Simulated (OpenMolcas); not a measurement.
# C, Si, Ge, Sn, Pb: ns2 np2 down the group

| Property | Result |
| --- | --- |
| Program | OpenMolcas |
| Method | XMS-RASPT2, IPEA 0.25 Eh, imaginary shift 0.1 Eh |
| Basis | ANO-RCC-VTZP |
| Scalar Hamiltonian | DKH2, point nucleus |
| Spin-orbit coupling | RASSI with atomic mean-field integrals over the reference wave functions, term energies averaged over their components |

Active space for each ion: 4 electrons in 9 orbitals (RAS2 s p; RAS3 d, at most 2 electrons); closed shells correlated by CASPT2: C 1s; Si 2s 2p; Ge 3d; Sn 4d; Pb 5d.

Computed levels in cm-1 above 3P0:

```csv
Level,C,Si,Ge,Sn,Pb
3P1,15.1,67.3,492,1439,6670
3P2,45.0,196,1283,3070,9700
1D2,10520,6470,8990,8890,19150
1S0,22410,16070,19060,17940,28000
weight of 3P in the lowest level (%),100,100,100,98,88
```

Mixed levels, with the weight of the term that names them: Pb 3P2 (63 %), Pb 1D2 (63 %).

Measured, with the error of the calculation in %. Measured levels: C, Si, Ge, Sn, Pb from NIST Handbook of Basic Atomic Spectroscopic Data.

| Level | C | Si | Ge | Sn | Pb |
| --- | --- | --- | --- | --- | --- |
| 3P1 | 16.4 (-8.2) | 77.1 (-12.8) | 557 (-11.7) | 1692 (-15.0) | 7819 (-14.6) |
| 3P2 | 43.4 (+3.6) | 223 (-12.1) | 1410 (-9.0) | 3428 (-10.5) | 10650 (-8.9) |
| 1D2 | 10193 (+3.2) | 6299 (+2.6) | 7125 (+26.1) | 8613 (+3.3) | 21458 (-10.8) |
| 1S0 | 21648 (+3.5) | 15394 (+4.4) | 16367 (+16.5) | 17162 (+4.5) | 29467 (-5.0) |

The fine-structure level 3P2 changes by a factor of 216 from C to Pb.

Without spin-orbit coupling 1D lies 10490, 6330, 8030, 6110, 5690 cm-1 above 3P in that order; the difference to the level 1D2, of either sign, comes from spin-orbit coupling, which also lowers the zero.

CASPT2 breaks the degeneracy within a term, and the mean is taken; among the terms shown or strongly mixed into the levels shown the widest spread is 54 cm-1 (3s2 3p2 1D, Si). Active for correlation alone: 3d; no level in the range computed is led by a configuration that fills it, so any true level of that kind is missing (holds for C). The run also gave levels led by 3s2 3p 3d, which use shells meant for correlation; these and all levels above them are left out (holds for Si). Active for correlation alone: 4d; no level in the range computed is led by a configuration that fills it, so any true level of that kind is missing (holds for Ge). Some terms miss by over 15 % even with CASPT2, which points to a basis or an active space too small for the shells correlated (holds for Ge). Some high roots are left out of the spin-orbit mixing, which shifts the levels that they would mix with (holds for Sn; Pb). Active for correlation alone: 5d; no level in the range computed is led by a configuration that fills it, so any true level of that kind is missing (holds for Sn). Active for correlation alone: 6d; no level in the range computed is led by a configuration that fills it, so any true level of that kind is missing (holds for Pb). Measured partners are found by configuration, term and J. A level has none where our copy of the source lacks it or the pairing is in doubt (some pairs that miss far off the trend of their configuration count as doubtful), and it then counts in no deviation. Where the source uses jj or jK labels, the order within each J decides. Levels of configurations outside the active space are missing.
